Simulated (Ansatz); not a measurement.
Worked example: BClF2 + C2H4F2 → BHF2 + C2H3ClF2

Species: BClF2 (chlorodifluoroborane) `FB(F)Cl`, singlet; C2H4F2 `CC(F)F`, singlet; BHF2 `FBF`, singlet; C2H3ClF2 (1-chloro-1,1-difluoroethane) `CC(F)(F)Cl`, singlet. The partners trade Cl for H: B–Cl and C–H bonds give way to B–H and C–Cl.

Shapes, held fixed at every level: PBE0-D4/def2-TZVP. Programs: Ansatz 0.2.0. The zero-point and thermal change to 298 K, harmonic and unscaled (PBE0-D4/def2-TZVP), is -6.9 kJ/mol.

At CCSD(T)/CBS estimate; 1 Eh = 2625.50 kJ/mol:

```
 species  energy (Eh)
   BClF2  -684.319260
  C2H4F2  -278.098610
    BHF2  -225.094270
C2H3ClF2  -737.275902
```

Task: Work out ΔH(298 K) of the reaction at this level.

Result: 
1. Products less reactants: (-225.094270) + (-737.275902) − [(-684.319260) + (-278.098610)] = 0.047698 Eh = +125.2 kJ/mol.
2. With the thermal change: +125.2 + (-6.9) = +118.3 kJ/mol.

Other levels give +112.4 (SPW92/def2-TZVPP) to +128.5 kJ/mol (MP2/def2-SVP). No measured value is set beside it here. The CBS estimate extrapolates MP2 from def2-TZVPP and def2-QZVPP and adds CCSD(T) − MP2 in the triple-zeta set, cores frozen.
